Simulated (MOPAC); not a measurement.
A run for MOPAC: PM6 on ZrAl, 2S+1 = 4, a spin state set in the input, which need not be the lowest, a point of a bond scan (R = 2.677 Å).

```
PM6 1SCF PRECISE CHARGE=0 UHF MS=1.5 THREADS=1
AlZr

Zr     0.00000000 1     0.00000000 1     0.00000000 1
Al     0.00000000 1     0.00000000 1     2.67696000 1
```

Output:

```
*******************************************************************************
 **                                                                           **
 **                              MOPAC v23.2.5                                **
 **                                                                           **
 *******************************************************************************
 ** MOPAC's Digital Object Identifier: https://doi.org/10.5281/zenodo.6511958 **
 **                                                                           **
 ** Please cite the open-source release paper for use of this MOPAC version:  **
 ** J. E. Moussa and J. J. P. Stewart (2026)                                  **
 ** MOPAC: An open-source semiempirical molecular orbital program             **
 ** J. Open Source Softw., 11(119), 8025, https://doi.org/10.21105/joss.08025 **
 *******************************************************************************

                              PM6 CALCULATION RESULTS

 *******************************************************************************
 *  PM6        - The PM6 Hamiltonian to be used
 *  UHF        - UNRESTRICTED HARTREE-FOCK CALCULATION
 *
 *
 *
 *                 CHARGE ON SYSTEM = 0
 *
 *
 *
 *  MS=        - IN MECI, MAGNETIC COMPONENT OF SPIN =  1.5
 *  PRECISE    - TIGHTER CRITERIA TO BE USED
 *  1SCF       - DO 1 SCF AND THEN STOP
 *  THREADS=1  - MULTI-THREADING NOT USED
 *  T=         - A TIME OF 172800.0 SECONDS REQUESTED
 *  DUMP=N     - RESTART FILE WRITTEN EVERY 7200.0 SECONDS REQUESTED
 *******************************************************************************
PM6 1SCF PRECISE CHARGE=0 UHF MS=1.5 THREADS=1
 AlZr

   ATOM   CHEMICAL          X               Y               Z
  NUMBER   SYMBOL      (ANGSTROMS)     (ANGSTROMS)     (ANGSTROMS)

     1      Zr          0.00000000  *   0.00000000  *   0.00000000  *
     2      Al          0.00000000  *   0.00000000  *   2.67696000  *



          CARTESIAN COORDINATES

    NO.       ATOM           X           Y           Z

     1        Zr          0.0000      0.0000      0.0000
     2        Al          0.0000      0.0000      2.6770

 General Reference for PM6:
 "Optimization of Parameters for Semiempirical Methods V: Modification of NDDO Approximations
 and Application to 70 Elements", J. J. P. Stewart, J. Mol. Mod., 13, 1173-1213 (2007)
 URL: https://link.springer.com/article/10.1007/s00894-007-0233-4

           Empirical Formula: Zr Al  =     2 atoms



      MOLECULAR POINT GROUP   :   C*v


          UHF CALCULATION, NO. OF ALPHA ELECTRONS =    5
                           NO. OF BETA  ELECTRONS =    2

 -------------------------------------------------------------------------------
 PM6 1SCF PRECISE CHARGE=0 UHF MS=1.5 THREADS=1
 AlZr



     1SCF WAS SPECIFIED, SO BFGS WAS NOT USED
     SCF FIELD WAS ACHIEVED


                              PM6 CALCULATION
                                                       MOPAC v23.2.5 Linux




          FINAL HEAT OF FORMATION =        115.66178 KCAL/MOL =     483.92889 KJ/MOL


          COSMO AREA              =        158.67 SQUARE ANGSTROMS
          COSMO VOLUME            =        180.29 CUBIC ANGSTROMS

          IONIZATION POTENTIAL    =          5.137414 EV
          ALPHA SOMO LUMO (EV)    =         -5.892 -0.025
          BETA  SOMO LUMO (EV)    =         -5.137 -0.079
          NO. OF ALPHA ELECTRONS  =          5
          NO. OF BETA  ELECTRONS  =          2
          MOLECULAR WEIGHT        =        118.2015         POINT GROUP:  C*v

          MOLECULAR DIMENSIONS (Angstroms)

            Atom       Atom       Distance
           Al     2   Zr     1     2.67696
           Al     2   Zr     1     0.00000
           Zr     1   Al     2     0.00000


          SCF CALCULATIONS        =          1





   ATOM   CHEMICAL          X               Y               Z
  NUMBER   SYMBOL      (ANGSTROMS)     (ANGSTROMS)     (ANGSTROMS)

     1      Zr          0.00000000  *   0.00000000  *   0.00000000  *
     2      Al          0.00000000  *   0.00000000  *   2.67696000  *

                             CARTESIAN COORDINATES

   1   Zr        0.000000000     0.000000000     0.000000000
   2   Al        0.000000000     0.000000000     2.676960000


           Empirical Formula: Zr Al  =     2 atoms



      MOLECULAR POINT GROUP   :   C*v


          ALPHA EIGENVALUES
 -12.51356  -6.85259  -6.35930  -6.35930  -5.89240  -0.02516  -0.02516   0.12376
   0.13762   0.13762   1.89131   1.89131   5.17498 111.33548 111.44485 111.44485
 111.47053 111.47053


           BETA EIGENVALUES
 -11.49832  -5.13741  -0.07893  -0.07893   0.39499   0.54669   0.54669   0.95209
   0.98733   0.98733   2.87960   2.87960   6.03508 114.34623 114.34623 116.72957
 116.72957 117.35777


              NET ATOMIC CHARGES AND DIPOLE CONTRIBUTIONS

  ATOM NO.   TYPE          CHARGE      No. of ELECS.   s-Pop       p-Pop       d-Pop
    1         Zr          -0.214088        4.2141     1.83811     0.42511     1.95086
    2         Al           0.214088        2.7859     1.61897     1.16348     0.00347
 DIPOLE           X         Y         Z       TOTAL
 POINT-CHG.     0.000     0.000     2.753     2.753
 HYBRID         0.000     0.000    -3.997     3.997
 SUM            0.000     0.000    -1.244     1.244


          ATOMIC ORBITAL ELECTRON POPULATIONS

     Atom    s        px        py        pz      x^2-y^2     xz        z^2       yz        xy
    1 Zr   1.83811   0.02759   0.02759   0.36993   0.00000   0.77155   0.40777   0.77155   0.00000
    2 Al   1.61897   0.19966   0.19966   0.76415   0.00000   0.00120   0.00107   0.00120   0.00000


                    (SZ)    =    1.500000
                    (S**2)  =    3.803925


          ATOMIC ORBITAL SPIN POPULATIONS

    Atom   Total    s     px     py     pz   x^2-y^2  xz     z^2    yz     xy
         Atomic
    1 Zr  1.8448  0.149  0.028  0.028  0.115 -0.000  0.772 -0.017  0.772  0.000
    2 Al  1.1552  0.097  0.200  0.200  0.656  0.000  0.001  0.001  0.001  0.000

 **********************
 *                    *
 * JOB ENDED NORMALLY *
 *                    *
 **********************




 == MOPAC DONE ==
```

The run finished.

Cost: very roughly 0.020 core-seconds.
